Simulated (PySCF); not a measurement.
## `O1[C@@H](CS(=O)(=O)O)C1`, C₃H₆O₄S

Molfile (atoms numbered from 1):
```
C3H6O4S
     RDKit          3D

 14 14  0  0  0  0  0  0  0  0999 V2000
   -1.2311    0.6040   -1.1716 O   0  0  0  0  0  0  0  0  0  0  0  0
   -1.3062   -0.3665   -0.1228 S   0  0  0  0  0  6  0  0  0  0  0  0
   -1.1459   -1.7431   -0.4454 O   0  0  0  0  0  0  0  0  0  0  0  0
   -2.7274   -0.1524    0.6134 O   0  0  0  0  0  0  0  0  0  0  0  0
   -0.1776    0.0644    1.2167 C   0  0  0  0  0  0  0  0  0  0  0  0
    1.1968   -0.3309    0.7537 C   0  0  1  0  0  0  0  0  0  0  0  0
    1.8441    0.4243   -0.3239 C   0  0  0  0  0  0  0  0  0  0  0  0
    2.2494    0.5464    1.0107 O   0  0  0  0  0  0  0  0  0  0  0  0
   -3.2535    0.4925    0.1364 H   0  0  0  0  0  0  0  0  0  0  0  0
   -0.4994   -0.4850    2.0944 H   0  0  0  0  0  0  0  0  0  0  0  0
   -0.2506    1.1359    1.3734 H   0  0  0  0  0  0  0  0  0  0  0  0
    1.4298   -1.3869    0.8541 H   0  0  0  0  0  0  0  0  0  0  0  0
    1.3299    1.2769   -0.7493 H   0  0  0  0  0  0  0  0  0  0  0  0
    2.5410   -0.0802   -0.9819 H   0  0  0  0  0  0  0  0  0  0  0  0
  1  2  2  0
  2  3  2  0
  2  4  1  0
  2  5  1  0
  5  6  1  0
  6  7  1  0
  7  8  1  0
  8  6  1  0
  4  9  1  0
  5 10  1  0
  5 11  1  0
  6 12  1  6
  7 13  1  0
  7 14  1  0
M  END
```

Level of theory: GIAO OPBE/6-31G* magnetisability, rotational g tensor and spin-rotation constants, non-relativistic, gas phase in PySCF 2.14.0. Geometry: GFN2-xTB.

Problem. Give the nuclear spin-rotation constants along the inertial axes (H = +C I·J) beside the isotropic shieldings.

Solution. Rotational constants 3.8722, 1.1541, 1.1215 GHz. A star marks the isotopologue with that one atom substituted, in its own axes.
```csv
atom,isotope,Caa (kHz),Cbb (kHz),Ccc (kHz),mean (kHz),σ (ppm)
H9,1H,-0.283,-0.101,-0.055,-0.146,28.0
H10,1H,-0.427,0.048,-0.125,-0.168,28.8
H11,1H,-0.438,-0.146,0.040,-0.181,30.1
H12,1H,-0.409,-0.108,0.021,-0.166,29.4
H13,1H,-0.345,-0.077,-0.028,-0.150,29.5
H14,1H,-0.308,-0.054,-0.068,-0.143,29.8
O1,17O*,-0.840,-0.274,-0.216,-0.444,132.5
S2,33S*,1.625,0.424,0.339,0.796,269.5
O3,17O*,-0.785,-0.257,-0.287,-0.443,118.6
O4,17O*,-0.601,-0.244,-0.274,-0.373,145.7
C5,13C*,0.633,0.234,0.212,0.359,139.9
C6,13C*,0.607,0.251,0.129,0.329,153.6
C7,13C*,0.571,0.260,0.134,0.322,152.9
O8,17O*,-0.395,-0.088,-0.025,-0.170,314.0
```
For the geometry as given, no vibrational averaging.
